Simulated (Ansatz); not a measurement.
Molecule: sum formula Si2N2H8, charge 0, multiplicity 1. SMILES: N[SiH2][SiH2]N
Coordinates optimised at B3LYP-D3(BJ)/def2-TZVP (Ansatz, an electronic-structure program):
```xyz
12

N     -1.5628     0.1500     1.1628
Si    -1.1791    -0.3618    -0.4480
Si     1.1313     0.0320    -0.6641
N      1.6528     0.4706     0.9295
H     -2.4916     0.0239     1.5356
H     -1.1507     1.0057     1.5034
H     -1.5239    -1.8019    -0.5579
H     -1.9335     0.3221    -1.5390
H      1.4325     1.1718    -1.5668
H      1.8131    -1.1530    -1.2625
H      2.6048     0.7575     1.0990
H      1.2889    -0.0520     1.7122
```

Wanted: vertical ionisation energy (to the doublet state of charge +1; each state is the SCF solution reached for its spin; for the doublet T1 is 0.063), in eV. Cores are frozen in the correlated levels unless marked. Open shells are spin-unrestricted. Spin-orbit coupling is left out. No relativistic terms. CBS marks a two-point X^-3 extrapolation of the correlation energy; Hartree-Fock from the larger set. [CCSD(T)-MP2]/basis is that difference in the basis named.

```json
[
 {"level": "HF/aug-cc-pV(Q+d)Z", "program": "Ansatz", "vertical ionisation energy (eV)": "8.46"},
 {"level": "PBE/def2-TZVPD", "program": "Ansatz", "vertical ionisation energy (eV)": "8.60"},
 {"level": "B2PLYP/def2-TZVPD", "program": "Ansatz", "vertical ionisation energy (eV)": "9.44"},
 {"level": "RI-MP2/CBS(aug-cc-pV(T+d)Z,aug-cc-pV(Q+d)Z)", "program": "Ansatz", "vertical ionisation energy (eV)": "10.13"},
 {"level": "SCS-MP2/aug-cc-pV(D+d)Z", "program": "Ansatz", "vertical ionisation energy (eV)": "9.79"}
]
```

Problem. Predict the RI-MP2/CBS(aug-cc-pV(T+d)Z,aug-cc-pV(Q+d)Z)+[CCSD(T)-MP2]/aug-cc-pV(T+d)Z result (Ansatz).

Solution. 9.75 eV, so SCS-MP2/aug-cc-pV(D+d)Z differs from it by 0.04 eV.
